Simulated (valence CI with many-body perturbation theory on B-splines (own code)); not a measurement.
# Ir28+: calculated level list

Calculated by configuration interaction combined with many-body perturbation theory (CI+MBPT): three valence electrons over a frozen Dirac-Fock core [Kr] 4d10, radial functions for each j: 7 s, 7 p, 7 d, 7 f, 4 g, 2 h, with the one-electron correlation potential Σ1 (screened to all orders), the two-electron term Σ2, the three-electron term Σ3, Breit, model QED; selected single and double excitations, second order for the rest, scaled by the run's own slope (own B-spline code, finite nucleus).

The last digits are not significant, and no measured levels were compared; by estimate large intervals hold to a few tenths of a per cent, small ones and those within an open d or f shell to about a per cent. Excitations out of the core, of the other parity, are not computed and may begin above about 175 eV (a cautious bound); beyond it only levels of the ground parity were kept, without lifetimes.

Levels 91 to 133 of 133, with energies above the lowest level, (4f5/2^3) J=9/2. "Leading %" is the weight of the configuration and term that name the level; weights of strongly mixed levels are sums over their largest components and can fall short. In the jj column 3d3/2^4 stands for four electrons in 3d with j = 3/2.

| No. | Configuration | Term | J | E (eV) | Leading % | g | Second component | Leading jj |
| --- | --- | --- | --- | --- | --- | --- | --- | --- |
| 91 | 4f2 5p | 4I° | 11/2 | 234.46 | 37 | 1.003 | 29 % 4f2 5p 2I° | 4f5/2^2 5p3/2 (90 %) |
| 92 | 4f2 5p | 4G° | 5/2 | 234.57 | 79 | 0.642 | 15 % 4f2 5p 2F° | 4f5/2^2 5p3/2 (97 %) |
| 93 | 4f2 5p | 4F° | 3/2 | 235.79 | 38 | 0.823 | 32 % 4f2 5p 4D° | 4f5/2^2 5p3/2 (89 %) |
| 94 | 4f2 5p | 4D° | 1/2 | 235.80 | 81 | 0.130 | 16 % 4f2 5p 2P° | 4f5/2^2 5p3/2 (90 %) |
| 95 | 4f2 5p | 4G° | 7/2 | 236.97 | 34 | 0.998 | 29 % 4f2 5p 2G° | 4f5/2^2 5p3/2 (86 %) |
| 96 | 4f2 5p | 4F° | 5/2 | 236.99 | 46 | 0.995 | 13 % 4f2 5p 4D° | 4f5/2^2 5p3/2 (78 %) |
| 97 | 4f2 5p | 4G° | 9/2 | 237.13 | 39 | 1.038 | 31 % 4f2 5p 2H° | 4f5/2 4f7/2 5p3/2 (99 %) |
| 98 | 4f2 5p | 4H° | 11/2 | 237.44 | 38 | 1.051 | 30 % 4f2 5p 2I° | 4f5/2 4f7/2 5p3/2 (91 %) |
| 99 | 4f2 5p | 4I° | 13/2 | 238.13 | 70 | 1.122 | 18 % 4f2 5p 4H° | 4f5/2 4f7/2 5p3/2 (94 %) |
| 100 | 4f2 5p | 4G° | 7/2 | 238.77 | 42 | 1.025 | 27 % 4f2 5p 2G° | 4f5/2 4f7/2 5p3/2 (99 %) |
| 101 | 4f2 5p | 4G° | 11/2 | 238.96 | 47 | 1.143 | 18 % 4f2 5p 2H° | 4f5/2 4f7/2 5p3/2 (84 %) |
| 102 | 4f2 5p | 4D° | 3/2 | 239.40 | 52 | 0.988 | 39 % 4f2 5p 2D° | 4f5/2 4f7/2 5p3/2 (98 %) |
| 103 | 4f2 5p | 2F° | 7/2 | 239.40 | 37 | 1.080 | 24 % 4f2 5p 2G° | 4f5/2 4f7/2 5p3/2 (94 %) |
| 104 | 4f2 5p | 2G° | 9/2 | 239.65 | 33 | 1.149 | 31 % 4f2 5p 4F° | 4f5/2 4f7/2 5p3/2 (96 %) |
| 105 | 4f2 5p | 2F° | 5/2 | 239.75 | 40 | 1.075 | 35 % 4f2 5p 4D° | 4f5/2 4f7/2 5p3/2 (97 %) |
| 106 | 4f2 5p | 4G° | 9/2 | 240.10 | 50 | 1.119 | 41 % 4f2 5p 2G° | 4f5/2 4f7/2 5p3/2 (96 %) |
| 107 | 4f2 5p | 2F° | 5/2 | 240.43 | 49 | 0.958 | 16 % 4f2 5p 2D° | 4f5/2 4f7/2 5p3/2 (91 %) |
| 108 | 4f2 5p | 2G° | 7/2 | 240.97 | 40 | 1.038 | 30 % 4f2 5p 4F° | 4f5/2 4f7/2 5p3/2 (95 %) |
| 109 | 4f2 5p | 2I° | 13/2 | 241.19 | 53 | 1.132 | 41 % 4f2 5p 4H° | 4f5/2 4f7/2 5p3/2 (55 %) |
| 110 | 4f2 5p | 4I° | 15/2 | 241.37 | 93 | 1.188 | 7 % 4f2 5p 2K° | 4f7/2^2 5p3/2 (63 %) |
| 111 | 4f2 5p | 2H° | 11/2 | 241.52 | 46 | 1.144 | 39 % 4f2 5p 4G° | 4f5/2 4f7/2 5p3/2 (62 %) |
| 112 | 4f2 5p | 2P° | 1/2 | 242.84 | 36 | 1.407 | 31 % 4f2 5p 2S° | 4f5/2 4f7/2 5p3/2 (88 %) |
| 113 | 4f2 5p | 2G° | 9/2 | 242.93 | 58 | 1.125 | 18 % 4f2 5p 4G° | 4f7/2^2 5p3/2 (78 %) |
| 114 | 4f2 5p | 4S° | 3/2 | 243.14 | 36 | 1.539 | 24 % 4f2 5p 4P° | 4f5/2 4f7/2 5p3/2 (59 %) |
| 115 | 4f2 5p | 4D° | 7/2 | 244.11 | 41 | 1.213 | 39 % 4f2 5p 2F° | 4f5/2 4f7/2 5p3/2 (82 %) |
| 116 | 4f2 5p | 2H° | 11/2 | 244.18 | 48 | 1.149 | 42 % 4f2 5p 4G° | 4f7/2^2 5p3/2 (92 %) |
| 117 | 4f2 5p | 2F° | 5/2 | 244.55 | 45 | 1.054 | 27 % 4f2 5p 2D° | 4f7/2^2 5p3/2 (92 %) |
| 118 | 4f2 5p | 2I° | 13/2 | 244.86 | 60 | 1.045 | 30 % 4f2 5p 2K° | 4f5/2 4f7/2 5p3/2 (51 %) |
| 119 | 4f2 5p | 2P° | 3/2 | 244.98 | 35 | 1.201 | 21 % 4f2 5p 2D° | 4f5/2^2 5p3/2 (51 %) |
| 120 | 4f2 5p | 2G° | 9/2 | 245.08 | 51 | 1.145 | 29 % 4f2 5p 4F° | 4f7/2^2 5p3/2 (75 %) |
| 121 | 4f2 5p | 2F° | 7/2 | 245.22 | 56 | 1.132 | 18 % 4f2 5p 4D° | 4f7/2^2 5p3/2 (91 %) |
| 122 | 4f2 5p | 2D° | 5/2 | 245.39 | 60 | 1.168 | 13 % 4f2 5p 4P° | 4f5/2 4f7/2 5p3/2 (77 %) |
| 123 | 4f2 5p | 2H° | 11/2 | 246.36 | 49 | 1.038 | 40 % 4f2 5p 2I° | 4f7/2^2 5p3/2 (54 %) |
| 124 | 4f2 5p | 2D° | 3/2 | 246.40 | 59 | 1.092 | 13 % 4f2 5p 4S° | 4f5/2 4f7/2 5p3/2 (82 %) |
| 125 | 4f2 5p | 4D° | 5/2 | 246.54 | 47 | 1.396 | 32 % 4f2 5p 4P° | 4f5/2 4f7/2 5p3/2 (95 %) |
| 126 | 4f2 5p | 2P° | 1/2 | 246.96 | 44 | 1.367 | 25 % 4f2 5p 4P° | 4f7/2^2 5p3/2 (53 %) |
| 127 | 4f2 5p | 2K° | 15/2 | 247.83 | 93 | 1.073 | 7 % 4f2 5p 4I° | 4f5/2 4f7/2 5p3/2 (63 %) |
| 128 | 4f2 5p | 4D° | 7/2 | 249.26 | 56 | 1.289 | 37 % 4f2 5p 2F° | 4f7/2^2 5p3/2 (94 %) |
| 129 | 4f2 5p | 2H° | 9/2 | 249.28 | 88 | 0.933 | 8 % 4f2 5p 2G° | 4f5/2 4f7/2 5p3/2 (55 %) |
| 130 | 4f2 5p | 2P° | 1/2 | 249.74 | 83 | 0.689 | 10 % 4f2 5p 4D° | 4f5/2 4f7/2 5p3/2 (57 %) |
| 131 | 4f2 5p | 2P° | 3/2 | 250.74 | 55 | 1.254 | 27 % 4f2 5p 2D° | 4f7/2^2 5p3/2 (75 %) |
| 132 | 4f2 5p | 2D° | 5/2 | 250.80 | 51 | 1.307 | 36 % 4f2 5p 4P° | 4f7/2^2 5p3/2 (91 %) |
| 133 | 4f2 5p | 2P° | 3/2 | 259.45 | 90 | 1.327 |  | 4f7/2^2 5p3/2 (85 %) |

Where two levels of one J and parity lie close, their mixing, g and order are uncertain.
